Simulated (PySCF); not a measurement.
The dipole of `CN([SiH3])[SiH2]N` from its density and from atomic charges.

Coordinates (GFN2-xTB, Å) and charges (e) from the PBE0/pcSseg-1 density (PySCF):

```
atom       x       y       z  Mulliken      IAO  Hirshfeld  ESP-fitted
  C1  -0.974  -1.027   0.448   -0.0765  -0.3054    -0.0710     -0.1729
  N2  -0.376   0.147  -0.160   -0.9311  -0.7736    -0.2611     -0.3628
 Si3  -1.484   1.385  -0.642   +0.6262  +0.7415    +0.3408     +0.3958
 Si4   1.335   0.346   0.066   +0.8636  +1.0027    +0.3907     +0.6949
  N5   2.041  -1.158  -0.402   -0.6354  -0.8495    -0.3136     -0.9731
  H6  -1.296  -0.826   1.474   +0.1110  +0.1260    +0.0356     +0.0792
  H7  -1.848  -1.344  -0.123   +0.1160  +0.1372    +0.0404     +0.0911
  H8  -0.256  -1.844   0.470   +0.1276  +0.1535    +0.0392     +0.0985
  H9  -2.516   0.734  -1.459   -0.1119  -0.1391    -0.0834     -0.0945
 H10  -0.726   2.367  -1.408   -0.1011  -0.1232    -0.0758     -0.0863
 H11  -2.130   2.022   0.515   -0.1042  -0.1534    -0.0888     -0.1062
 H12   1.701   1.522  -0.726   -0.1365  -0.1686    -0.0921     -0.1657
 H13   1.717   0.503   1.473   -0.1278  -0.1691    -0.0932     -0.1317
 H14   1.775  -1.544  -1.295   +0.1900  +0.2599    +0.1159     +0.3570
 H15   3.031  -1.276  -0.265   +0.1901  +0.2612    +0.1164     +0.3767
```

Problem. Compute μ = Σ q r for each scheme (1 e·Å = 4.803 D) and compare with the dipole of the full density.

Solution. The full density gives (0.76, -0.81, -0.57) D, 1.25 D in size; dipole vectors point from the negative to the positive end.

| scheme | μx | μy | μz | size (D) | share of the full size (%) | angle to the full dipole (°) |
| --- | --- | --- | --- | --- | --- | --- |
| Mulliken | 0.00 | 0.10 | 0.48 | 0.49 | 40 | 126 |
| IAO | 0.38 | 0.99 | -0.36 | 1.12 | 90 | 103 |
| Hirshfeld | 0.52 | -0.41 | -0.29 | 0.72 | 58 | 8 |
| ESP-fitted | 0.75 | -0.81 | -0.56 | 1.24 | 99 | 0 |

Problem. Which set comes closest?

Solution. Length of the difference vector: ESP-fitted 0.01 D, Hirshfeld 0.54 D, Mulliken 1.58 D, IAO 1.85 D. Closest: ESP-fitted. ESP charges are fitted to the potential around the molecule, whose slowest-falling term is the dipole's. 

Problem. What is left for the Hirshfeld atoms' own dipoles?

Solution. The shares of the density sum to the whole, so what Σ q r misses lies in dipoles about the nuclei. The atomic dipoles sum to (0.76, -0.81, -0.57) − (0.52, -0.41, -0.29) = (0.24, -0.40, -0.28) D, 0.54 D in size.

Problem. With the origin at the mean of the coordinates, (0.000, 0.001, -0.136) Å, which are the largest single terms, by size, of the IAO dipole along the direction of the full one?

Solution. N5 -8.64, Si3 -5.60, H15 +3.43, H14 +3.26, Si4 +2.40 D; all 15 atoms together -0.25 D. The single terms depend on the origin, their sum doesn't.

Problem. Give the size of the full dipole in other units.

Solution. 1.25 D = 0.490 au = 0.259 e·Å = 4.15 × 10⁻³⁰ C·m.

Isolated species at its GFN2-xTB geometry (one conformer only).

These values come from a run that also computed NMR shieldings. Hardware: one thread, x86-64 server, shared host. Cost: 17 s.

Conformer computed: `[CH3:1][N:2]([SiH3:3])[SiH2:4][NH2:5]`: C1–N2–Si4–N5 51°, H–N5–Si4–N2 50°, H–N5–Si4–N2 -175°.
